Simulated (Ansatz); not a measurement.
`N[BH][SnH3]`, 9 atoms. Total charge 0; spin multiplicity 1. Correlated methods include outer-core shells of Sn, which these sets cover unevenly. Sn: def2 effective core potential. All runs use 2 threads of an Arm Neoverse V2 on a shared host. Correlated methods freeze the cores.

(1) Give the basis size and wall time and peak host memory of each of these runs in Ansatz. RKS PBE0-D4/def2-TZVPP energy; RKS PBE0-D4/def2-SVP energy; RKS B97M-V/def2-TZVPP energy; RKS PBE0-D4/def2-TZVP relaxation (7 steps); RKS PBE0-D4/def2-QZVPP energy; RKS PBE0-D4/def2-TZVP frequencies; RHF-MP2/def2-QZVPP energy; RKS LC-ωPBE/def2-TZVPP energy; direct RPA on PBE orbitals/def2-TZVPP energy; RKS PBE-D4/def2-TZVPP energy and forces; RKS ωB97M-V/def2-SVP energy; RHF-CCSD(T)/def2-TZVPP energy. (An estimate is asked.)

Answers

(1) Computed: Other jobs shared the machine, so times are rough.

```json
{"level": "RKS PBE0-D4/def2-SVP", "job": "energy", "functions": "84", "wall time": "0.95 s", "peak host memory (GiB)": "0.37"}
{"level": "RKS PBE-D4/def2-TZVPP", "job": "energy and forces", "functions": "196", "wall time": "2.7 s", "peak host memory (GiB)": "0.19"}
{"level": "RKS LC-ωPBE/def2-TZVPP", "job": "energy", "functions": "196", "wall time": "2.8 s", "peak host memory (GiB)": "0.37"}
{"level": "RKS PBE0-D4/def2-TZVPP", "job": "energy", "functions": "196", "wall time": "2.9 s", "peak host memory (GiB)": "0.35"}
{"level": "RKS ωB97M-V/def2-SVP", "job": "energy", "functions": "84", "wall time": "4.4 s", "peak host memory (GiB)": "0.37"}
{"level": "direct RPA on PBE orbitals/def2-TZVPP", "job": "energy", "functions": "196", "wall time": "6 s", "peak host memory (GiB)": "0.4"}
{"level": "RKS PBE0-D4/def2-QZVPP", "job": "energy", "functions": "376", "wall time": "7 s", "peak host memory (GiB)": "0.9"}
{"level": "RKS B97M-V/def2-TZVPP", "job": "energy", "functions": "196", "wall time": "10 s", "peak host memory (GiB)": "0.26"}
{"level": "RHF-MP2/def2-QZVPP", "job": "energy", "functions": "376", "wall time": "19 s", "peak host memory (GiB)": "1.6"}
{"level": "RKS PBE0-D4/def2-TZVP", "job": "relaxation (7 steps)", "functions": "148", "wall time": "24 s", "peak host memory (GiB)": "0.29"}
{"level": "RHF-CCSD(T)/def2-TZVPP", "job": "energy", "functions": "196", "wall time": "98 s", "peak host memory (GiB)": "2.5"}
{"level": "RKS PBE0-D4/def2-TZVP", "job": "frequencies", "functions": "148", "wall time": "110 s", "peak host memory (GiB)": "0.37"}
```

LC-ωPBE has ω = 0.4 bohr⁻¹.
